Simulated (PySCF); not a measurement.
FGaH₂O₂, SMILES [OH][Ga]([F])[OH]. Atoms are numbered in the order given.

```xyz
6

Ga    -0.0019    -0.0126     0.0000
F     -1.6555     0.5597     0.0000
O      0.2677    -1.7629     0.0000
H      1.2061    -1.9958     0.0000
O      1.3243     1.1707     0.0000
H      1.0150     2.0868     0.0000
```
Charge 0, spin multiplicity 1.

Geometry optimised at B3LYP-D3(BJ)/def2-SVP. Other conformers were not sampled.

Calculation: PBE0/pcSseg-1 (PySCF).

GIAO shieldings, no solvent; atoms listed in one row are averaged. δ = σ(ref) − σ: ¹⁹F against CFCl3 (σ = 167.2 ppm); ¹⁷O against H2O (σ = 334.2 ppm); ¹H against TMS (σ = 31.56 ppm), references at their B3LYP-D3(BJ)/def2-TZVP geometries, non-relativistic.

Task: Estimate the chemical shifts. (Estimate from the structure and the level; the computed values follow.)

Result: 
| nucleus | atoms | count | δ (ppm) |
|---|---|---|---|
| ¹⁹F | F2 | 1 | -193.8 |
| ¹⁷O | O5 | 1 | 36.0 |
| ¹⁷O | O3 | 1 | 28.6 |
| ¹H | H4, H6 | 2 | 2.20 |
